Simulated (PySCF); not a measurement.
Task: Write a Z-matrix for `C1C[C+](C[C@@H]1CCl)C` as optimised with PBE0-D3(BJ)/def2-SVP. (Charge +1.)

Result: 
Z-matrix in Å and degrees, rows numbered from 1:
```
C 
C   1  1.4554
C   2  1.4624  1  124.60
C   3  1.5278  2  106.17  1   166.71
C   4  1.5352  3  103.68  2    27.64
C   5  1.5196  4  115.20  3  -155.39
Cl  6  1.7871  5  110.96  4    64.05
C   2  1.4444  1  125.72  3   177.62
H   1  1.1005  2  112.18  3    30.73
H   1  1.1117  2  105.28  3   -82.87
H   1  1.0973  2  113.87  3   159.50
H   3  1.1020  2  114.98  1    32.95
H   3  1.1191  2  100.57  1   -78.57
H   4  1.0975  3  112.78  2   150.57
H   4  1.1019  3  109.58  2   -89.33
H   5  1.1046  4  110.01  3    83.28
H   6  1.0982  5  111.04  4   -55.40
H   6  1.0982  5  111.59  4  -176.56
H   8  1.1337  2  100.31  1   -78.83
H   8  1.1005  2  116.53  1    33.66
```

Of the pairs four or more bonds apart, Cl7···H19 is among the closest relative to their van der Waals radii: 2.43 Å, 82 % of the sum of Bondi's values. The C–C distances run from 1.444 Å (C2–C8, drawn single) to 1.535 Å (C5–C8, drawn single), a spread of 0.091 Å. C2 (formal carbocation centre) is planar (angles 125.7°, 124.6° and 109.6°, sum 360.0°, 0.02 Å off the plane of its three neighbours). The 5-membered ring C2–C3–C4–C5–C8 has internal angles of 102.3° to 109.6°; it is puckered, 0.15 Å rms from its mean plane, widest ring torsion 32°.

Theory: PBE0-D3(BJ)/def2-SVP geometry optimisation, gas phase (PySCF 2.14.0).

Point group: C1 (no symmetry element, even within 0.4 Å). PBE0-D3(BJ)/def2-SVP frequencies: not computed here. Torsions: C4–C5–C6–Cl7 64°, C1–C2–C3–C4 167°, C2–C3–C4–C5 28°, C3–C4–C5–C6 -155°, C4–C5–C8–C2 27°.

One conformer stands for the species.
